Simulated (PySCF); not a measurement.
# Diatomic anions of Li with group 12

PBE with double-zeta basis sets in PySCF, for the lowest determinant that a PBE0 search found; no spin–orbit coupling. De refers to high-spin ground-configuration atoms (the charge goes to the atom of lower measured ionisation energy or higher electron affinity, which is not always the lowest computed limit). A positive dipole points towards Li; it is taken about the centre of mass and depends on that origin.

```tsv
M	basis	charged atom	state (unpaired electrons)	Re (Å)	ωe (cm⁻¹)	De (eV)	μ (D)
Zn	def2-SVPD	Li−	singlet (closed shell)	3.189	133	0.33	-11.13
Cd	def2-SVPD	Li−	singlet (closed shell)	3.511	97.5	0.28	-12.72
Hg	def2-SVPD	Li−	singlet (closed shell)	3.728	72.5	0.19	-15.31
```

The shortest bond is that of LiZn⁻ (3.189 Å), the longest that of LiHg⁻ (3.728 Å).

Down a group the atoms grow and get heavier, so bonds lengthen and wavenumbers fall; this series shows no clear exception.

Closed-shell solutions of metal pairs were not tested for spin polarisation, which can lower them a little. Weak bonds: LiCd⁻, LiHg⁻, LiZn⁻. Basis-set superposition, not corrected here, can be much of De in a small basis, most of all at correlated wavefunction levels. Spin–orbit coupling is left out. For an ion De counts to the pair picked by the measured ionisation energies or electron affinities, which need not be the lowest pair at this level. The highest Kohn–Sham level is positive in some of these anions. Much of that is self-interaction error, but it also means that the finite basis helps to hold the extra electron.
